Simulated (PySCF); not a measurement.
Run record for `FC(F)=C(F)C1([S-])CC1`: PBE0/def2-SVPD, IEF-PCM chloroform, TDA, 12 singlets.

Method: TDA PBE0/def2-SVPD, vertical, IEF-PCM chloroform (non-equilibrium linear response), core orbitals frozen in the response (PySCF 2.14.0, density-fitted response routines). Geometry: GFN2-xTB. A driver script takes a list of jobs; this job's settings line and coordinates (Å) are shown.

Command:
```bash
OMP_NUM_THREADS=1 python probes_run.py task.json out
```

Input:
```
{"job": {"kind": "uv", "xc": "PBE0", "basis": "def2-SVPD", "solvent": "chloroform", "nstates": 12, "ntriplets": 0, "tda": true}, "charge": -1, "multiplicity": 1}
F      3.244760    -0.726293     0.037894
C      1.945660    -0.568215    -0.304546
F      1.658455    -1.387956    -1.327912
C      1.080117     0.268557     0.270056
F      1.543170     0.965737     1.345612
C     -0.283720     0.573130    -0.188233
S     -0.171687     1.972101    -1.276093
C     -1.260216    -0.554690    -0.397314
C     -1.430834     0.377511     0.768503
H     -1.945891    -0.458906    -1.225857
H     -0.931754    -1.568220    -0.207259
H     -1.221034     0.006826     1.763957
H     -2.231415     1.100904     0.723466
```

Output:
```
coarse grid: 12792 points
cycle   1  E = -889.3577625839  dE =  1.284e+00  |g| = 7.625e-01  |ddm| = 6.237e+00
cycle   2  E = -889.2113685601  dE =  1.464e-01  |g| = 1.148e+00  |ddm| = 3.300e+00
cycle   3  E = -889.4937943496  dE = -2.824e-01  |g| = 8.688e-02  |ddm| = 1.901e+00
cycle   4  E = -889.4949714941  dE = -1.177e-03  |g| = 5.251e-02  |ddm| = 2.382e-01
cycle   5  E = -889.4955672799  dE = -5.958e-04  |g| = 1.356e-02  |ddm| = 1.007e-01
cycle   6  E = -889.4956060519  dE = -3.877e-05  |g| = 5.031e-03  |ddm| = 4.322e-02
cycle   7  E = -889.4956121604  dE = -6.109e-06  |g| = 1.111e-03  |ddm| = 1.091e-02
final grid: 124088 points
cycle   8  E = -889.5991033417  dE = -3.269e-05  |g| = 1.054e-02  |ddm| = 1.279e-01
cycle   9  E = -889.5990736166  dE =  2.973e-05  |g| = 1.586e-02  |ddm| = 4.138e-02
cycle  10  E = -889.5991284962  dE = -5.488e-05  |g| = 1.123e-03  |ddm| = 2.484e-02
cycle  11  E = -889.5991287719  dE = -2.758e-07  |g| = 3.211e-04  |ddm| = 3.063e-03
cycle  12  E = -889.5991287959  dE = -2.396e-08  |g| = 9.700e-05  |ddm| = 8.110e-04
cycle  13  E = -889.5991287978  dE = -1.869e-09  |g| = 3.371e-05  |ddm| = 1.865e-04
cycle  14  E = -889.5991287980  dE = -2.763e-10  |g| = 5.785e-06  |ddm| = 6.936e-05
converged SCF energy = -889.5991287980

Static polarisability (au): isotropic 125.194, principal 113.101 120.785 141.696

Singlet excitations
state   eV       nm        f      main configurations
  1   4.3359    285.9   0.00316   H->L+1 0.96
  2   4.5477    272.6   0.05576   H->L 0.89
  3   4.6220    268.2   0.09190   H-1->L+1 0.77, H-1->L 0.12
  4   4.6845    264.7   0.10246   H-1->L 0.83, H-1->L+1 0.12
  5   5.0243    246.8   0.01667   H->L+2 0.54, H->L+3 0.19, H->L+4 0.17
  6   5.1802    239.3   0.01577   H-1->L+2 0.69, H->L+3 0.10, H->L+4 0.10
  7   5.2356    236.8   0.00839   H->L+4 0.40, H->L+2 0.33, H-1->L+2 0.14
  8   5.2686    235.3   0.03606   H->L+3 0.53, H->L+4 0.27, H->L+5 0.09
  9   5.4026    229.5   0.04286   H-1->L+4 0.58, H-1->L+3 0.27
 10   5.5202    224.6   0.05549   H-1->L+3 0.43, H-1->L+4 0.27
 11   5.6291    220.3   0.01699   H->L+5 0.84
 12   5.7942    214.0   0.01541   H-1->L+5 0.75
```

The SCF starts on a coarse grid where the log names one; the energy can jump when the final grid takes over, and dE then counts from the start density on the new grid. H and L stand for HOMO and LUMO; the number after each pair is its weight.

Question: Give the mean polarisability as a volume in Å³, and the ratio of the largest to the smallest principal value.

Answer: 125.194 au × 0.148185 = 18.55 Å³; 141.696/113.101 = 1.25.

Question: Give S1 in cm⁻¹ and kJ/mol.

Answer: 4.3359 eV × 8065.54 = 34971 cm⁻¹; × 96.485 = 418.4 kJ/mol.

In short: SCF converged in 14 cycles with 228 basis and 856 fitting functions; HOMO -4.21 eV, LUMO 1.28 eV; lowest singlet 4.34 eV; mean polarisability 125.2 au.

The structure is a single GFN2-xTB conformer; no vibrational corrections.

Time: 34 s of wall time; peak memory 1.0 GiB. Hardware: an Arm Neoverse V1 with one thread, no GPU, shared host with 32 logical CPUs at a one-minute load of 24.

Shape of the structure used: `[F:1][C:2]([F:3])=[C:4]([F:5])[C:6]1([S-:7])[CH2:8][CH2:9]1`: C2–C4–C6–S7 -91°.
